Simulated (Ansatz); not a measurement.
Harmonic vibrations of the cluster K₄Na₄ by finite differences.

```yaml
crystal:
  periodic: [false, false, false]
  atoms:
    - {symbol: Na, position_ang: [2.365019, 0.803286, 2.302372]}
    - {symbol: Na, position_ang: [3.136723, 0.141143, -1.303253]}
    - {symbol: Na, position_ang: [1.049729, -2.030564, 0.589136]}
    - {symbol: Na, position_ang: [-2.913782, 1.271396, -0.841326]}
    - {symbol: K, position_ang: [-0.159274, -0.647047, -3.071485]}
    - {symbol: K, position_ang: [-2.572217, -2.945071, -0.028813]}
    - {symbol: K, position_ang: [0.491141, 3.010483, -0.431250]}
    - {symbol: K, position_ang: [-1.397339, 0.396373, 2.784619]}
basis:
  gaussian: {orbitals: def2-SVP}
hamiltonian: {xc: {name: B3LYP}}
scf: {omitted_lower_state_checks: [starts]}
phonons: {temperatures: {t_min: 298.15, t_max: 900, t_step: 200}}
```

```sh
$ ansatz run in.yaml --threads 4 --pin off --events-out ev --progress --plain --max-ram 4787MiB
```

Output, abridged:

```
Functional definition: B3LYP
mean field -82952.92663617 eV, -3048.4638263660 hartree, gradient 5.6e-5 eV, S^2 0.000000; 0 other end points of the search recorded, 0 dependent functions left out
mean field -82952.92664085 eV, -3048.4638265379 hartree, gradient 2.1e-6 eV, S^2 0.000000; 0 other end points of the search recorded, 0 dependent functions left out
mean field -82952.92662796 eV, -3048.4638260643 hartree, gradient 2.1e-6 eV, S^2 0.000000; 0 other end points of the search recorded, 0 dependent functions left out
mean field -82952.92662501 eV, -3048.4638259561 hartree, gradient 2.5e-6 eV, S^2 0.000000; 0 other end points of the search recorded, 0 dependent functions left out
mean field -82952.92664560 eV, -3048.4638267127 hartree, gradient 2.5e-6 eV, S^2 0.000000; 0 other end points of the search recorded, 0 dependent functions left out
mean field -82952.92663436 eV, -3048.4638262996 hartree, gradient 2.6e-6 eV, S^2 0.000000; 0 other end points of the search recorded, 0 dependent functions left out
mean field -82952.92663562 eV, -3048.4638263460 hartree, gradient 2.4e-6 eV, S^2 0.000000; 0 other end points of the search recorded, 0 dependent functions left out
mean field -82952.92662833 eV, -3048.4638260780 hartree, gradient 2.7e-6 eV, S^2 0.000000; 0 other end points of the search recorded, 0 dependent functions left out
mean field -82952.92664058 eV, -3048.4638265282 hartree, gradient 2.6e-6 eV, S^2 0.000000; 0 other end points of the search recorded, 0 dependent functions left out
mean field -82952.92663748 eV, -3048.4638264142 hartree, gradient 2.2e-6 eV, S^2 0.000000; 0 other end points of the search recorded, 0 dependent functions left out
mean field -82952.92663322 eV, -3048.4638262576 hartree, gradient 2.3e-6 eV, S^2 0.000000; 0 other end points of the search recorded, 0 dependent functions left out
mean field -82952.92663617 eV, -3048.4638263659 hartree, gradient 1.9e-6 eV, S^2 0.000000; 0 other end points of the search recorded, 0 dependent functions left out
mean field -82952.92663396 eV, -3048.4638262849 hartree, gradient 2.0e-6 eV, S^2 0.000000; 0 other end points of the search recorded, 0 dependent functions left out
mean field -82952.92663755 eV, -3048.4638264170 hartree, gradient 1.7e-6 eV, S^2 0.000000; 0 other end points of the search recorded, 0 dependent functions left out
mean field -82952.92663081 eV, -3048.4638261692 hartree, gradient 1.7e-6 eV, S^2 0.000000; 0 other end points of the search recorded, 0 dependent functions left out
mean field -82952.92663335 eV, -3048.4638262623 hartree, gradient 1.6e-6 eV, S^2 0.000000; 0 other end points of the search recorded, 0 dependent functions left out
mean field -82952.92663649 eV, -3048.4638263779 hartree, gradient 1.7e-6 eV, S^2 0.000000; 0 other end points of the search recorded, 0 dependent functions left out
mean field -82952.92663641 eV, -3048.4638263748 hartree, gradient 1.5e-6 eV, S^2 0.000000; 0 other end points of the search recorded, 0 dependent functions left out
mean field -82952.92663374 eV, -3048.4638262769 hartree, gradient 1.4e-6 eV, S^2 0.000000; 0 other end points of the search recorded, 0 dependent functions left out
mean field -82952.92663594 eV, -3048.4638263577 hartree, gradient 2.7e-6 eV, S^2 0.000000; 0 other end points of the search recorded, 0 dependent functions left out
mean field -82952.92663353 eV, -3048.4638262691 hartree, gradient 2.7e-6 eV, S^2 0.000000; 0 other end points of the search recorded, 0 dependent functions left out
mean field -82952.92663858 eV, -3048.4638264548 hartree, gradient 2.8e-6 eV, S^2 0.000000; 0 other end points of the search recorded, 0 dependent functions left out
mean field -82952.92663222 eV, -3048.4638262211 hartree, gradient 2.7e-6 eV, S^2 0.000000; 0 other end points of the search recorded, 0 dependent functions left out
mean field -82952.92663038 eV, -3048.4638261532 hartree, gradient 2.4e-6 eV, S^2 0.000000; 0 other end points of the search recorded, 0 dependent functions left out
mean field -82952.92664020 eV, -3048.4638265142 hartree, gradient 2.4e-6 eV, S^2 0.000000; 0 other end points of the search recorded, 0 dependent functions left out
mean field -82952.92663740 eV, -3048.4638264112 hartree, gradient 2.4e-6 eV, S^2 0.000000; 0 other end points of the search recorded, 0 dependent functions left out
mean field -82952.92663192 eV, -3048.4638262100 hartree, gradient 2.4e-6 eV, S^2 0.000000; 0 other end points of the search recorded, 0 dependent functions left out
mean field -82952.92664070 eV, -3048.4638265326 hartree, gradient 2.2e-6 eV, S^2 0.000000; 0 other end points of the search recorded, 0 dependent functions left out
mean field -82952.92663012 eV, -3048.4638261437 hartree, gradient 2.2e-6 eV, S^2 0.000000; 0 other end points of the search recorded, 0 dependent functions left out
mean field -82952.92664379 eV, -3048.4638266461 hartree, gradient 1.4e-6 eV, S^2 0.000000; 0 other end points of the search recorded, 0 dependent functions left out
mean field -82952.92662559 eV, -3048.4638259772 hartree, gradient 1.4e-6 eV, S^2 0.000000; 0 other end points of the search recorded, 0 dependent functions left out
mean field -82952.92663877 eV, -3048.4638264616 hartree, gradient 2.0e-6 eV, S^2 0.000000; 0 other end points of the search recorded, 0 dependent functions left out
mean field -82952.92663061 eV, -3048.4638261616 hartree, gradient 2.1e-6 eV, S^2 0.000000; 0 other end points of the search recorded, 0 dependent functions left out
mean field -82952.92664005 eV, -3048.4638265087 hartree, gradient 2.3e-6 eV, S^2 0.000000; 0 other end points of the search recorded, 0 dependent functions left out
mean field -82952.92663055 eV, -3048.4638261596 hartree, gradient 2.3e-6 eV, S^2 0.000000; 0 other end points of the search recorded, 0 dependent functions left out
mean field -82952.92664143 eV, -3048.4638265594 hartree, gradient 2.2e-6 eV, S^2 0.000000; 0 other end points of the search recorded, 0 dependent functions left out
mean field -82952.92662975 eV, -3048.4638261300 hartree, gradient 2.2e-6 eV, S^2 0.000000; 0 other end points of the search recorded, 0 dependent functions left out
mean field -82952.92662862 eV, -3048.4638260885 hartree, gradient 1.4e-6 eV, S^2 0.000000; 0 other end points of the search recorded, 0 dependent functions left out
mean field -82952.92664062 eV, -3048.4638265297 hartree, gradient 1.4e-6 eV, S^2 0.000000; 0 other end points of the search recorded, 0 dependent functions left out
mean field -82952.92663562 eV, -3048.4638263459 hartree, gradient 1.3e-6 eV, S^2 0.000000; 0 other end points of the search recorded, 0 dependent functions left out
mean field -82952.92663383 eV, -3048.4638262801 hartree, gradient 1.2e-6 eV, S^2 0.000000; 0 other end points of the search recorded, 0 dependent functions left out
mean field -82952.92662693 eV, -3048.4638260266 hartree, gradient 2.1e-6 eV, S^2 0.000000; 0 other end points of the search recorded, 0 dependent functions left out
mean field -82952.92664371 eV, -3048.4638266433 hartree, gradient 2.1e-6 eV, S^2 0.000000; 0 other end points of the search recorded, 0 dependent functions left out
mean field -82952.92662856 eV, -3048.4638260866 hartree, gradient 1.4e-6 eV, S^2 0.000000; 0 other end points of the search recorded, 0 dependent functions left out
mean field -82952.92663999 eV, -3048.4638265063 hartree, gradient 1.4e-6 eV, S^2 0.000000; 0 other end points of the search recorded, 0 dependent functions left out
mean field -82952.92663106 eV, -3048.4638261783 hartree, gradient 2.4e-6 eV, S^2 0.000000; 0 other end points of the search recorded, 0 dependent functions left out
mean field -82952.92663982 eV, -3048.4638265001 hartree, gradient 2.4e-6 eV, S^2 0.000000; 0 other end points of the search recorded, 0 dependent functions left out
mean field -82952.92663143 eV, -3048.4638261919 hartree, gradient 1.4e-6 eV, S^2 0.000000; 0 other end points of the search recorded, 0 dependent functions left out
mean field -82952.92663832 eV, -3048.4638264451 hartree, gradient 1.4e-6 eV, S^2 0.000000; 0 other end points of the search recorded, 0 dependent functions left out
Total energy: -82952.92691233 eV, -3048.4638365147 hartree
Atom 0 at     2.365019     0.803286     2.302372 Å, force     0.002633    -0.004118    -0.000252 eV/Å
Atom 1 at     3.136723     0.141143    -1.303253 Å, force    -0.002448     0.000853     0.000441 eV/Å
Atom 2 at     1.049729    -2.030564     0.589136 Å, force     0.001347    -0.000630     0.000532 eV/Å
Atom 3 at    -2.913782     1.271396    -0.841326 Å, force     0.000483     0.001254    -0.001964 eV/Å
Atom 4 at    -0.159274    -0.647047    -3.071485 Å, force     0.001093     0.002117     0.003641 eV/Å
Atom 5 at    -2.572217    -2.945071    -0.028813 Å, force     0.001633     0.001918     0.002337 eV/Å
Atom 6 at     0.491141     3.010483    -0.431250 Å, force    -0.002402     0.000357    -0.003356 eV/Å
Atom 7 at    -1.397339     0.396373     2.784619 Å, force    -0.002339    -0.001751    -0.001379 eV/Å
Dipole moment:    -0.417521    -0.056207    -0.080436 e Å
Vibrations: 33.39 36.62 37.13 41.73 43.13 45.83 49.62 51.28 56.71 66.36 70.50 77.78 81.45 84.99 91.79 96.79 98.97 113.68 cm⁻¹, zero-point energy 0.073012 eV
Checks for a lower state left out: starts
```

Hardware: 4 threads of Arm Neoverse N1 on a shared host. Wall time 6.3 min, peak host memory 0.66 GiB.

The restricted singlet is unstable towards broken spin symmetry in Hartree–Fock (as tested in another run); at B3LYP/def2-SVP this wasn't settled. The structure comes from a short search, and lower isomers may exist.
